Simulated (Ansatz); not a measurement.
Sn(CCH)H3 (C2H4Sn), 7 atoms. Hardware: 4 threads of Arm Neoverse V2 on a shared host.

In the def2 sets Sn takes a core potential; there is no spin–orbit coupling. Correlated methods freeze 6 core orbitals; core or outer-core shells of Sn are correlated, in sets that lack core-valence functions. In CCSD on the charge 1 doublet the largest single amplitude is 0.17, so its Hartree–Fock determinant may place the open shell otherwise than the density functionals do.

Task: How many basis functions does each of these Ansatz runs have, and roughly what does it cost? LDA (SPW92)/def2-TZVP, charge 0 singlet, energy, from earlier orbitals; PBE0-D4/def2-TZVP, charge 0 triplet at the geometry of the charge 0 singlet, energy; B97M-V/def2-TZVP, charge 0 singlet, energy, from earlier orbitals; BLYP-D4/def2-TZVP, charge 0 singlet, energy, from earlier orbitals; PBE0-D4/def2-SVP, charge 0 singlet, energy, from earlier orbitals; CCSD(T)/def2-TZVPP, charge 1 doublet at the geometry of the charge 0 singlet, energy, from earlier orbitals; PBE-D4/def2-TZVP, charge 0 triplet at the geometry of the charge 0 singlet, energy, from earlier orbitals; MP2/def2-TZVP, charge 0 singlet, energy, from earlier orbitals; RPA@PBE/def2-TZVP, charge 0 singlet, energy, from earlier orbitals; CAM-B3LYP-D4/def2-TZVP, charge 0 singlet, energy, from earlier orbitals; PBE0-D4/def2-TZVP, charge 0 singlet, energy, from earlier orbitals; r2SCAN0-D4/def2-TZVP, charge 0 singlet, energy, from earlier orbitals.

Result: Other jobs shared the machine, so times can vary by a factor of up to 3. A dash marks memory too small to be measured apart from the calling script's.

```csv
run,functions,fitting or Cholesky vectors,wall time,peak host memory (GiB)
"LDA (SPW92)/def2-TZVP, charge 0 singlet, energy, from earlier orbitals",136,924,0.45 s,–
"PBE0-D4/def2-SVP, charge 0 singlet, energy, from earlier orbitals",74,838,0.55 s,–
"BLYP-D4/def2-TZVP, charge 0 singlet, energy, from earlier orbitals",136,924,0.75 s,–
"MP2/def2-TZVP, charge 0 singlet, energy, from earlier orbitals",136,1073,0.75 s,–
"PBE0-D4/def2-TZVP, charge 0 singlet, energy, from earlier orbitals",136,997,0.85 s,–
"CAM-B3LYP-D4/def2-TZVP, charge 0 singlet, energy, from earlier orbitals",136,968,1 s,–
"r2SCAN0-D4/def2-TZVP, charge 0 singlet, energy, from earlier orbitals",136,997,1.6 s,–
"RPA@PBE/def2-TZVP, charge 0 singlet, energy, from earlier orbitals",136,1073,1.6 s,–
"B97M-V/def2-TZVP, charge 0 singlet, energy, from earlier orbitals",136,924,2.9 s,–
"PBE-D4/def2-TZVP, charge 0 triplet at the geometry of the charge 0 singlet, energy, from earlier orbitals",136,924,13 s,–
"PBE0-D4/def2-TZVP, charge 0 triplet at the geometry of the charge 0 singlet, energy",136,997,16 s,–
"CCSD(T)/def2-TZVPP, charge 1 doublet at the geometry of the charge 0 singlet, energy, from earlier orbitals",168,1152,4.5 min,2.1
```
